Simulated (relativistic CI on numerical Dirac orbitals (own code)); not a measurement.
# Hyperfine structure of Gd IV, mass number 157

Method of calculation: Dirac-Coulomb-Breit CI, separate exchange-only KLI orbitals for each configuration, model QED, valence Slater integrals scaled by 0.85, P86 correlation energy added to each configuration (own radial code, finite nucleus).

Configurations in the expansion (outside the closed core [Xe]): 4f⁷, 4f⁶6s, 4f⁶7s, 4f⁵6s². The list is cut by size and lacks configurations that can hold low levels.

Nuclear spin I = 3/2, μ = -0.3398 μN, Q = 1.35 b (tables of Stone and Pyykkö). The electronic factors are computed for point nuclear moments, without core polarisation; leaving it out makes A of s and p electrons in near-neutral atoms 20 to 40 % too small, and it can dominate for d and f shells.

```csv
Level,E (eV),A (MHz),B (MHz)
4f⁷ ⁶P°7/2,3.9314,-43.19,561
4f⁷ ⁶P°5/2,4.0051,-53.9,289
4f⁷ ⁶P°3/2,4.0750,88.33,-162
4f⁷ ⁶I°7/2,4.2945,-227.5,102
4f⁷ ⁶I°9/2,4.3382,-176.4,145
4f⁷ ⁶I°17/2,4.3405,-137.8,-8.02
4f⁷ ⁶I°11/2,4.3728,-151.9,159
4f⁷ ⁶I°15/2,4.3857,-136.3,102
```

Levels with J = 0, under 50 % of one LS term, or S terms without an open s electron are left out. Small factors come from cancelling terms and can be off by tens of per cent or more.

Correlation outside the listed configurations is missing or only estimated: errors of thousands of cm⁻¹ between configurations and terms are usual at this charge. Rates and lifetimes follow the computed energies and can be off by large factors. The fine structure of a lone outer electron comes out too small, for d and f at times inverted, and misplaced configurations move strength between like terms.

Give the hyperfine levels of 4f⁷ ⁶P°3/2 relative to its centre of gravity.

With K = F(F + 1) − I(I + 1) − J(J + 1), E = AK/2 + B[¾K(K + 1) − I(I + 1)J(J + 1)]/[2I(2I − 1)J(2J − 1)]: F = 0: -533.2, F = 1: -283.3, F = 2: 54.95, F = 3: 158.3 MHz.

LS names give the leading component of a level, which can be under half, so a name can repeat, a term be missing and a line seem to break the LS rules.
